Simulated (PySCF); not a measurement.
FHOZn, SMILES [F][Zn][OH]. Atoms are numbered in the order given.

```xyz
4

Zn     0.0034     0.0127     0.0000
F      0.0052     1.7570     0.0000
O     -0.1092    -1.7465     0.0000
H      0.7248    -2.2209     0.0000
```
Charge 0, spin multiplicity 1.

Geometry: ωB97X-D3(BJ)/def2-TZVP. One conformer was computed; it need not be the lowest.

The numbers are results of ωB97X-D3(BJ)/def2-TZVP run with PySCF, not measurements.

Frequencies are harmonic and unscaled.

Q: List the normal modes with their intensities. (Estimate from the structure and the level; the computed values follow.)

A: 
| mode | ν (cm⁻¹) | IR (km/mol) | moving atoms (share of kinetic energy) |
|---|---|---|---|
| 1 | 165 | 30.8 | Zn 35 %, F 32 %, O 28 % |
| 2 | 171 | 16.3 | Zn 34 %, F 31 %, O 25 %, H 9 % |
| 3 | 608 | 1.3 | F 55 %, O 43 % |
| 4 | 752 | 176.1 | O 37 %, Zn 24 %, F 20 %, H 18 % |
| 5 | 790 | 20.7 | H 74 %, Zn 11 %, O 9 % |
| 6 | 3915 | 59.1 | H 94 % |
